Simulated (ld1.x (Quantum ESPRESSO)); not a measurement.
## Configuration tests for Ti (Z = 22) (RRKJ)

- Element: Ti (Z = 22)
- Generator: ld1.x (Quantum ESPRESSO) 7.5
- Type: norm-conserving RRKJ (Kleinman–Bylander form)
- Functional: PBE
- Relativity: scalar-relativistic
- Frozen core: [Ar]
- Valence charge: 4
- Reference configuration: 3d2 4s2 4p0
- Partial waves: 4p (bound, empty): rc 3.80 bohr; 3d (bound): rc 1.55 bohr; 4s (bound): rc 3.20 bohr
- Local potential: the s channel
- Core correction: a·sin(br)/r model core, default radius (core density twice the valence density)
- rho0: 0.02

Energies are relative to the spin-unpolarised reference configuration 3d2 4s2 4p0; without spin polarisation the order of configurations can differ from experiment.

| valence configuration | charge | ΔE all-electron (eV) | error AE − PS (meV) |
| --- | --- | --- | --- |
| 3d2 4s0 4p0 | +2 | 20.919 | -41 |
| 3d1 4s0 4p0 | +3 | 47.867 | -517 |
| 3d2 4s0 4p2 | 0 | 6.288 | -28 |
| 3d3 4s1 4p0 | 0 | 1.106 | -164 |
| 3d2 4s0 4p1 | +1 | 11.123 | -28 |

(1) What are ΔE and the potential's error for 3d2 4s1 4p0?

(2) What are ΔE and the potential's error for 3d3 4s0 4p0?

Levels in the configuration 3d2 4s0 4p0:

```csv
level,all-electron (eV),pseudo (eV)
3d,-19.680,-19.724
```

## Answers

(1) ΔE = 7.347 eV all-electron; the error (AE − PS) is -3.9 meV.

(2) ΔE = 7.395 eV all-electron; the error (AE − PS) is -268 meV.
